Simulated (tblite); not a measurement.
Run record: tight-binding relaxation, `FC(F)O[C@@H]1CC[C@]12C[C@@H]2F`.

Computed with GFN2-xTB geometry optimisation, gas phase (tblite 0.8.0). Start geometry: from a force field or distance geometry. The input is one job of a driver script: a line of settings, then coordinates in Å.

Command:
```bash
OMP_NUM_THREADS=1 python probes_run.py task.json out
```

Input:
```
{"job": {"kind": "relax", "xc": "GFN2-xTB", "basis": "xTB"}, "charge": 0, "multiplicity": 1}
F      2.374800    -2.799400     0.601800
C      1.862600    -1.761900    -0.131000
F      2.921900    -1.184600    -0.748600
O      1.318100    -0.827700     0.780000
C      0.772800     0.352000     0.199200
C      0.407100     1.477100     1.185700
C     -0.847500     1.760800     0.352300
C     -0.674600     0.377000    -0.133800
C     -1.660900    -0.749800     0.027400
C     -1.330200    -0.222500    -1.333300
F     -0.553500    -1.030700    -2.149600
H      1.135000    -2.144900    -0.841500
H      1.395400     0.724400    -0.621700
H      0.213300     1.128300     2.205900
H      1.122400     2.314300     1.241800
H     -0.721400     2.528200    -0.400900
H     -1.743400     1.985300     0.943200
H     -1.299100    -1.735000     0.292300
H     -2.646600    -0.512000     0.430800
H     -2.051500     0.331600    -1.903100
```

Output:
```
step      E/eV     max force
  0   -1028.76928    2.664
  1   -1028.94195    0.961
  2   -1028.97613    0.449
  3   -1029.00277    0.445
  4   -1029.01934    0.229
  5   -1029.02740    0.199
  6   -1029.03477    0.175
  7   -1029.03990    0.161
  8   -1029.04435    0.149
  9   -1029.04783    0.144
... (127 lines left out)
137   -1029.11889    0.029
138   -1029.11901    0.026
139   -1029.11915    0.027
140   -1029.11929    0.030
141   -1029.11942    0.025
142   -1029.11951    0.034
143   -1029.11960    0.019
144   -1029.11968    0.016
145   -1029.11976    0.012
146   -1029.11978    0.010
```

«max force» is the largest atomic force in eV/Å.

Q: From which step on does the largest force stay under 0.1 eV/Å, and how much energy is left to gain from there?

A: From step 115 (0.059 eV/Å), 5.8 meV above the end.

Main results: energy lowered by 8.1 kcal/mol over 146 steps; largest atomic force 0.010 eV/Å at the end.

Q: Give the final coordinates.

A: 0.574 Å rms from the input after alignment:
```
atom  x, y, z in Å
F1     1.1491   -2.7932    0.4327
C2     1.8291   -1.6820    0.0512
F3     3.1252   -1.9612    0.3107
O4     1.4390   -0.6121    0.7650
C5     0.7951    0.4393    0.0594
C6     0.5640    1.6790    0.9372
C7    -0.9376    1.6526    0.5937
C8    -0.7164    0.3368   -0.1355
C9    -1.5551   -0.9047   -0.0659
C10   -1.3908   -0.1803   -1.3637
F11   -0.5859   -0.7492   -2.3122
H12    1.7124   -1.5816   -1.0436
H13    1.3338    0.6359   -0.8759
H14    0.7740    1.4590    1.9793
H15    1.1088    2.5675    0.6324
H16   -1.2584    2.4654   -0.0554
H17   -1.6077    1.5907    1.4484
H18   -1.0601   -1.8559    0.0509
H19   -2.5140   -0.8417    0.4251
H20   -2.2097    0.3463   -1.8366
```

Hardware: one thread of an Intel Xeon at 2.50 GHz, no GPU (shared host). Cost: 5.1 s wall, 3.6 s CPU.
Labels such as C1 count atoms from 1, the log's own numbers from 0.
